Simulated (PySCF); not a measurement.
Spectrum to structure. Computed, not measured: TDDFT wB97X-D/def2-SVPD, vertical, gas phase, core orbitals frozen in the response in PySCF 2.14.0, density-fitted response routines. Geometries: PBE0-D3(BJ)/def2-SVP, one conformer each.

```json
{"state": "S1", "E (eV)": "6.24", "λ (nm)": "198.8", "f": "0.0019"}
{"state": "S2", "E (eV)": "6.63", "λ (nm)": "187.0", "f": "0.0047"}
{"state": "S3", "E (eV)": "6.80", "λ (nm)": "182.3", "f": "0.0036"}
{"state": "S4", "E (eV)": "7.00", "λ (nm)": "177.1", "f": "0.0042"}
{"state": "S5", "E (eV)": "7.27", "λ (nm)": "170.5", "f": "0.0086"}
{"state": "S6", "E (eV)": "7.43", "λ (nm)": "166.9", "f": "0.0014"}
{"state": "S7", "E (eV)": "7.54", "λ (nm)": "164.5", "f": "0.040"}
{"state": "S8", "E (eV)": "7.71", "λ (nm)": "160.8", "f": "0.0011"}
{"state": "S9", "E (eV)": "8.02", "λ (nm)": "154.5", "f": "0.061"}
{"state": "S10", "E (eV)": "8.07", "λ (nm)": "153.6", "f": "0.027"}
```

Triplets computed (Tamm–Dancoff): 5.37, 5.82, 5.91, 6.52 eV.

Task: Which structure fits? All have the formula C4H8OSi2.
A. `[SiH3]O[SiH]1C=CC=C1`
B. `C#C[C@@H]1C[SiH2]O[SiH2]1`
C. `O[SiH]1C=C[SiH2]C=C1`
D. `[SiH3][SiH2]c1ccco1`

Result: B. Its S1, at 6.24 eV, is the highest among the candidates; the nearest of the others has S1 at 5.77 eV. S1 is HOMO→LUMO+1 (27%), HOMO→LUMO+2 (20%), HOMO→LUMO+3 (14%). Löwdin shares by element: HOMO carbon 77% or more, silicon 8% or more (atoms not listed hold the other 16%); LUMO silicon 43%, oxygen 15%, hydrogen 7% or more (atoms not listed hold the other 34%). At the same level the other candidates give, for their lowest levels:
- `[SiH3]O[SiH]1C=CC=C1`: 4.23 eV (f 0.042); 5.30 eV (f 0.004); 5.72 eV (f 0.007); 6.83 eV (f 0.019); 6.89 eV (f 0.000); T1 2.64 eV; HOMO -8.72, LUMO -0.08 eV
- `[SiH3][SiH2]c1ccco1`: 5.77 eV (f 0.402); 6.36 eV (f 0.002); 6.76 eV (f 0.011); 6.80 eV (f 0.013); 7.03 eV (f 0.003); T1 3.91 eV; HOMO -8.50, LUMO 1.26 eV
- `O[SiH]1C=C[SiH2]C=C1`: 5.33 eV (f 0.001); 5.78 eV (f 0.004); 6.19 eV (f 0.001); 6.47 eV (f 0.269); 6.69 eV (f 0.004); T1 4.10 eV; HOMO -9.69, LUMO 0.45 eV
